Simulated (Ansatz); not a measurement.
## Reading a saddle point

A first-order saddle point of GeH$_{8}$O$_{2}$, singlet, PBE0-D4/def2-TZVP, with one imaginary mode of 1378i cm⁻¹:

```xyz
11
angstrom
Ge -0.4332 -0.0315 -1.2900
H -0.4590 -1.2158 0.1323
H 0.4684 -1.0706 -1.9908
H -1.9497 -0.2768 -1.3940
H -0.2069 1.2592 -2.1697
H 0.5975 0.4370 1.1509
O 0.2069 1.0724 0.1890
H 0.1143 -1.0509 1.0321
O 0.7489 -0.5110 1.8338
H 0.6936 1.8372 -0.1295
H 0.2194 -0.4492 2.6358
```

Program: Ansatz 0.2.0. Basis: def2-TZVPP and def2-QZVPP. Cores are frozen in the correlated methods. Filled d shells of the heavier atoms are correlated. The def2 sets are not built for correlating such inner shells, so the correlated values are less sure here. Extrapolation: Hartree–Fock as exp(−7.88 √X), correlation as X^−2.97.

Q: Which contacts change along the imaginary mode, and what lies on either side? (Judge from chemistry; the calculation decides.)

A: The calculation gives: The step is GeH₄ + H₂O + H₂O → GeH₄O ([OH][GeH3]) + H₂O + H₂, with the molecules in contact on both sides. Shortening one way: Ge1–O7, H2–H8, H6–O9; lengthening the same way: Ge1–H2, H6–O7, H8–O9.
```
  pair  one side (Å)  saddle (Å)  other side (Å)
Ge1–O7          3.19        1.95            1.80
 H2–H8          2.14        1.08            0.75
 H6–O9          1.89        1.18            0.97
Ge1–H2          1.54        1.85            3.86
 H6–O7          0.97        1.22            1.88
 H8–O9          0.96        1.16            2.48
```

Q: Which side is lower, and how far does the saddle lie above each? (Judge from chemistry; the value comes from the calculation.)

A: By the calculation: The side with Ge1–H2, H6–O7, H8–O9 short is lower by 7.3 kJ/mol; the saddle lies 209.2 kJ/mol above it and 201.9 kJ/mol above the other (CCSD(T) at an estimated basis limit (MP2 extrapolated from triple and quadruple zeta, plus CCSD(T) − MP2 in triple zeta); electronic energies).

T1 diagnostic: at most 0.013.

Labels in which every atom is bracketed show which atoms are joined, not bond orders.

For scale, one of the runs: CCSD(T)/def2-TZVPP, 222 basis functions (an equivalent command: `ansatz run in.yaml --threads 4`). Time: 93 s of wall clock on 4 CPU threads; the host was shared. Peak host memory: 3.7 GiB.
